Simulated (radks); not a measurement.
Spherical jellium clusters: N electrons in a uniform positive sphere of charge N and radius rs N^(1/3), rs = 3.78 bohr. Calculated with a radial shooting solver with Libxc functionals: non-relativistic Kohn-Sham, LDA (Slater exchange, Perdew-Wang correlation), spin-polarised, spherical densities. Levels are named by radial order and angular momentum (1s, 1p, 1d, 2s, ...), and open shells are averaged over m.

N = 18, configuration 1s2 1p6 1d10. This is the lowest configuration that the search found. Occupied and some empty levels:

level,occupation,eigenvalue (eV),<r> (bohr)
1s,2,-5.3862,5.921
1p,6,-4.3843,7.284
1d,10,-3.2113,8.231
2s,0,-2.8679,7.006
1f,0,-1.8936,9.112
2p,0,-1.4184,8.934

Energy (eV): total -33.3056, kinetic 34.155, external -1051.4, Hartree 518.66, exchange-correlation -68.675, background 533.99. Static polarisability (adiabatic kernel): 1317 bohr^3, against R^3 = 972.2 for a classical metal sphere.
